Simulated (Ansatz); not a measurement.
In5As4H16⁻, a cluster cut from zinc blende InAs (hydrogen-capped), relaxed as a singlet with RKS PBE-D4/def2-SVP in Ansatz, starting from the GFN2-xTB geometry. Force threshold 0.03 eV/Å.

In the def2 sets In takes a core potential; there is no spin–orbit coupling.

Start:

```xyz
25

In    3.1469   -1.8711    0.6208
In   -1.5309   -1.5644    3.0088
In    0.4356    1.0981    0.7133
In    1.4106    1.2665   -3.1980
In   -3.2638    1.5731   -0.8210
As    0.8012   -1.3002    1.7405
As    2.8726   -0.4251   -1.6610
As   -3.0562   -0.0357    1.3568
As   -0.7275    1.4617   -1.6238
H     3.2874   -3.5191    0.0349
H     4.4580   -1.3362    1.6409
H    -2.2531   -3.1580    2.8605
H    -1.4320   -0.9539    4.6428
H     2.0486    1.8066    0.5401
H    -0.5613    1.9636    1.8912
H     2.1619    2.8230   -3.4353
H     1.1380    0.3453   -4.6649
H    -3.7312    3.2075   -0.4191
H    -4.3871    0.7149   -1.8650
H     1.4606   -0.6342    2.9332
H     3.5007   -1.3399   -2.7033
H     1.6108   -1.2603   -1.7759
H    -4.3592   -0.8235    1.2996
H    -2.4967   -0.9941    0.3200
H    -0.5339    2.9554   -1.4359
```

(1) Estimate the energy that the relaxation releases and the steps that it takes.

(2) Does the start keep its bonding and symmetry?

(3) Predict the relaxed structure.

Answers

(1) 30.6 kcal/mol, in 20 steps; 54 s on 2 threads of AMD EPYC 7R13 on a shared host and a share (18 GiB) of an NVIDIA H100 80GB HBM3. The force fell under the threshold at step 11, but the optimiser went on and released 0.040 eV more. No frequencies were taken in this run, so the end may be a saddle point.

(2) By distances, no bond broke or formed. The bond that changes most is In3–As6, from 2.63 to 2.71 Å (atoms count from 1). Point group C2v at the start, C2v at the end, both within 0.05 Å.

(3) 
```csv
atom,x (Å),y (Å),z (Å)
In1,2.740,-1.842,0.673
In2,-1.245,-1.581,2.702
In3,0.910,2.319,1.491
In4,1.082,1.158,-2.975
In5,-2.906,1.419,-0.946
As6,1.040,-0.326,2.085
As7,1.630,-1.242,-1.764
As8,-2.502,-0.971,0.341
As9,-0.325,2.142,-0.917
H10,2.463,-3.556,0.927
H11,4.343,-1.136,0.614
H12,-1.057,-3.325,2.718
H13,-2.152,-0.711,3.924
H14,2.545,2.898,1.226
H15,-0.199,3.075,2.621
H16,2.643,1.941,-3.128
H17,0.062,0.789,-4.354
H18,-3.858,2.368,0.178
H19,-3.460,1.017,-2.561
H20,1.739,-0.309,3.452
H21,2.325,-2.128,-2.807
H22,0.312,-2.018,-1.809
H23,-3.842,-1.719,0.338
H24,-1.856,-1.880,-0.707
H25,-0.435,3.619,-1.322
```
Bond lengths (bridged metal pairs left out): 10 × As–In 2.68 to 2.74 Å; 10 × H–In 1.75 Å; 6 × As–H 1.53 to 1.54 Å.
